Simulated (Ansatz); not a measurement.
A structure relaxed at PBE0-D4/def2-TZVP, charge 0, multiplicity 1:

```xyz
10

C    -1.4242   -0.5188   -0.6871
C    -0.0309   -0.1067   -1.0550
O     0.3834   -0.0848   -2.1796
Ga    1.1991    0.4370    0.4787
O     0.5895    0.3443    2.1510
Br    3.3494    1.1632    0.1869
H    -1.3816   -1.3499    0.0237
H    -1.9909   -0.8016   -1.5754
H    -1.9189    0.3050   -0.1627
H     1.2250    0.6123    2.8196
```

Question: Give its formula and SMILES.

Answer: C2H4BrGaO2, `C[C](=O)[Ga]([OH])[Br]`.

Question: Point group (tolerance 0.08 Å, 0.16 Å for H)?

Answer: Cs.

Question: Summarise the bond lengths by kind.

Answer: 1 × C–C 1.499 Å; 3 × C–H 1.091 to 1.095 Å; 1 × C–O 1.199 Å; 1 × C–Ga 2.040 Å; 1 × Ga–O 1.782 Å; 1 × Br–Ga 2.288 Å; 1 × H–O 0.961 Å.

Results of the Gaussian-basis code of Ansatz.
